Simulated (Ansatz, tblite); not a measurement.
Forces on the cluster Si₂Se₄ at its PBE0-D4/def2-SVP geometry. The state is a singlet with charge 0.

The xTB rows come from tblite. Another isomer (singlet) lies 1.07 eV lower at PBE0-D4/def2-TZVP; other spin states weren't run for this one.

GFN1-xTB (tblite), largest force 0.88 eV/Å:

```xyz
6
positions Å, forces eV/Å
Si   -0.097    0.358   -0.846    0.077   -0.169    0.384
Si    1.016   -0.864    1.692   -0.256    0.354   -0.765
Se   -0.795    0.861    1.464    0.124   -0.105   -0.094
Se   -1.191   -1.326    0.585    0.161    0.097   -0.013
Se    2.032   -0.223   -0.358   -0.289   -0.029    0.204
Se   -0.966    1.195   -2.538    0.183   -0.147    0.285
```

GFN2-xTB (tblite), largest force 1.20 eV/Å:

```
Si 0.455 -0.321 0.594
Si 0.036 -0.221 0.534
Se -0.333 -0.252 -0.074
Se -0.229 0.320 0.156
Se 0.748 0.002 -0.341
Se -0.677 0.471 -0.869
```

PBE-D4/def2-TZVP (Ansatz), largest force 0.40 eV/Å:

```
Si 0.127 -0.150 0.313
Si -0.034 -0.012 0.046
Se -0.062 0.181 0.122
Se -0.129 -0.185 -0.026
Se 0.267 0.004 -0.130
Se -0.169 0.161 -0.325
```
